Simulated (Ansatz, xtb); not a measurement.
# Two isomers of C4H2F2N2

Structure X is `Fc1ccnc(F)n1`, a singlet and structure Y is `Fc1cc(F)ncn1`, a singlet. Both are isolated molecules in the gas phase, relaxed with r2SCAN-D4/def2-SVP.

Quicker runs give these differences E(Y) − E(X): GFN2-xTB +5.77 kJ/mol; HF/STO-3G +6.33 kJ/mol (at GFN2-xTB geometries); r2SCAN-D4/def2-SVP//GFN2-xTB +8.90 kJ/mol.

Q: Estimate E(Y) − E(X) at the level CCSD(T)/def2-SVP + ΔMP2/def2-TZVPP.

A: Calculated at CCSD(T)/def2-SVP + ΔMP2/def2-TZVPP: E(Y) − E(X) = +5.37 kJ/mol, so structure X lies lower.

The same difference at several levels:

| level | geometry | E(Y) − E(X) (kJ/mol) | departure from the last row (kJ/mol) | job, with rough time for the two |
| --- | --- | --- | --- | --- |
| GFN2-xTB | GFN2-xTB | +5.77 | +0.40 | optimisation, 0.43 s |
| HF/STO-3G | GFN2-xTB | +6.33 | +0.97 | single point, 1.5 s |
| r2SCAN-D4/def2-SVP//GFN2-xTB | GFN2-xTB | +8.90 | +3.53 | single point, 11 s |
| r2SCAN-D4/def2-SVP | r2SCAN-D4/def2-SVP | +8.63 | +3.26 | optimisation, 63 s |
| HF/def2-SVP | r2SCAN-D4/def2-SVP | +9.13 | +3.77 | part of the CCSD(T) run |
| MP2/def2-SVP | r2SCAN-D4/def2-SVP | +8.23 | +2.86 | part of the CCSD(T) run |
| CCSD(T)/def2-SVP | r2SCAN-D4/def2-SVP | +7.70 | +2.33 | single point |
| CCSD(T)/def2-SVP + ΔMP2/def2-TZVPP | r2SCAN-D4/def2-SVP | +5.37 |  | single point, 3 min |

As drawn, both hold the same kinds of bond in the same numbers.

The levels shown agree on the order. The largest departure from CCSD(T)/def2-SVP + ΔMP2/def2-TZVPP is that of HF/def2-SVP, 3.77 kJ/mol. The last row adds to CCSD(T) the change of the MP2 difference between the two basis sets, here −2.33 kJ/mol.

With thermal terms from frequencies at re-optimised GFN2-xTB minima (ideal gas, soft modes damped towards free rotors, one conformer each, 298.15 K, 1 atm): on the last row, ΔE + ΔZPE = +4.95, ΔH = +5.01, ΔG = +6.59 kJ/mol.

The correlated steps freeze 8 core orbitals. Codes used: Ansatz 0.2.0, xtb 6.7.1; the last row on 2 threads of AMD EPYC (Zen 3) on a shared host.
